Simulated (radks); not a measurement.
The numbers below are computed, except where a source is named.
Q: Ionisation ladder of germanium, from Ge to Ge21+. Each ion is in the ground configuration listed by NIST, and IE = E(next ion) - E(this ion). Level of theory: Dirac Kohn-Sham, BLYP, spin-unpolarised, spherical densities, finite nucleus; open shells fill j = l - 1/2 first; Fermi nuclear charge, rms radius 4.0742 fm (a radial shooting solver on a logarithmic mesh with Libxc functionals).

| species | configuration | IE, Delta-SCF (eV) | <r> HOMO (bohr) |
|---|---|---|---|
| Ge | [Ar] 3d10 4s2 4p2 | 7.453 | 2.89 |
| Ge+ | [Ar] 3d10 4s2 4p1 | 15.623 | 2.54 |
| Ge2+ | [Ar] 3d10 4s2 | ? | 1.94 |
| Ge3+ | [Ar] 3d10 4s1 | 46.658 | 1.85 |
| Ge4+ | [Ar] 3d10 | 90.660 | 0.720 |
| Ge5+ | [Ar] 3d9 | 118.03 | 0.686 |
| Ge6+ | [Ar] 3d8 | 147.56 | 0.657 |
| Ge7+ | [Ar] 3d7 | ? | 0.632 |
| Ge8+ | [Ar] 3d6 | 212.58 | 0.610 |
| Ge9+ | [Ar] 3d5 | 247.88 | 0.590 |
| Ge10+ | [Ar] 3d4 | 285.89 | 0.569 |
| Ge11+ | [Ar] 3d3 | 324.77 | 0.553 |
| Ge12+ | [Ar] 3d2 | ? | 0.537 |
| Ge13+ | [Ar] 3d1 | 407.47 | 0.523 |
| Ge14+ | [Ar] | 528.74 | 0.552 |
| Ge15+ | [Ne] 3s2 3p5 | 569.88 | 0.544 |
| Ge16+ | [Ne] 3s2 3p4 | 611.78 | 0.536 |
| Ge17+ | [Ne] 3s2 3p3 | 654.37 | 0.529 |
| Ge18+ | [Ne] 3s2 3p2 | 704.80 | 0.516 |
| Ge19+ | [Ne] 3s2 3p1 | 748.97 | 0.509 |
| Ge20+ | [Ne] 3s2 | 839.18 | 0.518 |
| Ge21+ | [Ne] 3s1 | ? | 0.512 |

Estimate the withheld Delta-SCF values.

A: Ge2+: 34.947 eV (NIST 34.058); Ge7+: 179.11 eV (NIST 176); Ge12+: 365.32 eV (NIST 367); Ge21+: 881.58 eV (NIST 880.44).

Beside tabulated values, note that spin-unpolarised runs miss the spin-polarisation part of the exchange energy of open shells.
